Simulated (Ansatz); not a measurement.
Program: Ansatz. Geometries: PBE0-D4/def2-TZVP. ΔE: electronic, gas phase. CBS: MP2 limit from def2 TZ/QZ plus the TZ coupled-cluster correction, frozen cores. This one scheme is used for every species. DFT in def2-TZVPP. For Ga outer-core shells are correlated without core-valence functions, which leaves a few kJ/mol of doubt a bond. Scalar relativity is left out up to krypton. Each species was taken in one conformer, which may not be the lowest.

Consider the hydrogenolysis of the Si–Ga bond: `O[SiH]([SiH3])[GaH2]` + H₂ → `O[SiH2][SiH3]` + `[GaH3]`.

CCSD(T)/CBS gives 0.0 kcal/mol.

(1) Another level gave +0.1 kcal/mol. Which?
A. r2SCAN/def2-TZVPP
B. CAM-B3LYP/def2-TZVPP
C. B2PLYP/def2-TZVPP
D. LDA (SPW92)/def2-TZVPP

Largest T1 diagnostic among the species: 0.014.

## Answers

(1) A. r2SCAN 0.1, CAM-B3LYP -4.2, LDA (SPW92) 1.3, B2PLYP -2.3 kcal/mol.

In def2-TZVPP, CCSD(T) changes the Hartree–Fock value by +7.8 kcal/mol (the triples alone add +1.3 kcal/mol) and MP2 by +8.2 kcal/mol. From PBE to PBE0 (25 % exact exchange), in def2-TZVPP and without D4, ΔE moves by −1.7 kcal/mol.
